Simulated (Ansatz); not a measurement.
Abridged output of a molecular run in Ansatz:

```
Functional definition: HF
1591 factors; integrals over basis functions are off by at most 1.1e-3 eV
mean field evaluation 1: about -35382.4827 eV, gradient 7.0e1 eV
mean field evaluation 2: about -35382.6591 eV, gradient 7.0e1 eV
mean field evaluation 4: about -35390.9878 eV, gradient 3.0e0 eV
mean field evaluation 8: about -35391.0685 eV, gradient 3.7e-1 eV
mean field -35391.06899198 eV, -1300.5977965271 hartree, gradient 5.4e-6 eV, S^2 0.000000; 0 other end points of the search recorded, 0 dependent functions left out
13 core orbitals not correlated: weight in the atoms' cores, before any rotation towards them, 1.000 or more for the frozen orbitals, at most 0.000 for the correlated occupied ones
reference -35391.06899198 eV, -1300.5977965271 hartree; 19, 19 occupied and 223, 223 virtual orbitals, 1591 factors
second order -31.39907030 eV of doubles, -0.00000000 eV of singles
cycle   1  -31.22402187 eV  change    1.8e-1 eV  update   1.5e-1
cycle   2  -31.96911900 eV  change   -7.5e-1 eV  update   5.8e-2
cycle   3  -32.20348149 eV  change   -2.3e-1 eV  update   2.8e-2
cycle   4  -32.19356386 eV  change    9.9e-3 eV  update   7.8e-3
cycle   5  -32.18174063 eV  change    1.2e-2 eV  update   3.4e-3
cycle   6  -32.18366357 eV  change   -1.9e-3 eV  update   1.2e-3
cycle   7  -32.18371909 eV  change   -5.6e-5 eV  update   3.7e-4
cycle   8  -32.18343692 eV  change    2.8e-4 eV  update   1.5e-4
cycle   9  -32.18346467 eV  change   -2.8e-5 eV  update   5.0e-5
cycle  10  -32.18352175 eV  change   -5.7e-5 eV  update   1.9e-5
cycle  11  -32.18348336 eV  change    3.8e-5 eV  update   7.3e-6
perturbative correction -1.12335205 eV, -0.0412824263 hartree
Total energy: -35424.37582739 eV, -1301.8218001521 hartree
```

Its atoms:

```xyz
9

O     2.2498    1.4124    1.0385
Sc    1.0495    1.1685   -0.3550
F     1.1724    2.2009   -1.8861
O    -0.3183   -0.1331   -0.2469
Si   -1.4765   -1.2703   -0.1112
H     2.8611    1.5286    1.7594
H    -2.1078   -1.2134    1.2365
H    -2.5377   -1.0667   -1.1351
H    -0.8925   -2.6271   -0.3000
```

**Question.** Which basis set was used?
A. def2-QZVPP
B. def2-SVP
C. cc-pV(D+d)Z
D. def2-TZVPP

**Answer.** D. It gives 255 functions.

**Question.** Write the keys of the input that set method, charge and spin (a neutral closed shell needs none for the last two).

**Answer.** 
```yaml
correlation: {method: ccsd_t}
```
